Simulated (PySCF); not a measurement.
**Worked example: oscillator strength and radiative lifetime**

Al(I)2(Me) (CH3AlI2), SMILES [Al]([CH3])([I])[I].

Geometry: PBE0-D3(BJ)/def2-SVP. The structure was generated by enumeration; whether it is a known compound was not checked. The def2 effective core potentials stand for the cores of I; spin–orbit coupling is left out.

PySCF with TDA-PBE/def2-SVPD puts the first singlet state with f over 0.02 at 4.89 eV (vertical), with the transition dipole (0.206, 0.409, -0.147) in atomic units.

Task: Find the oscillator strength, the wavelength and the radiative lifetime that this transition would have in vacuum if emission retraced absorption.

Result: 
|μ|² = 0.2313 au, so |μ| = 1.22 D. ΔE = 4.89/27.211 = 0.1797 hartree. f = (2/3) ΔE |μ|² = 0.028 (the program prints 0.028).
λ = 1239.84/4.89 = 254 nm; ν = 39440 cm⁻¹.
Einstein's coefficient A = 0.6670 ν² f s⁻¹ (ν in cm⁻¹) = 2.9e7 s⁻¹, so τ = 1/A = 35 ns. This state is S4; the lower singlets have f = 0.000, 0.000, 0.001. The figure is the radiative limit of this one transition; relaxation, internal conversion, crossing to triplets and a medium change what is measured.
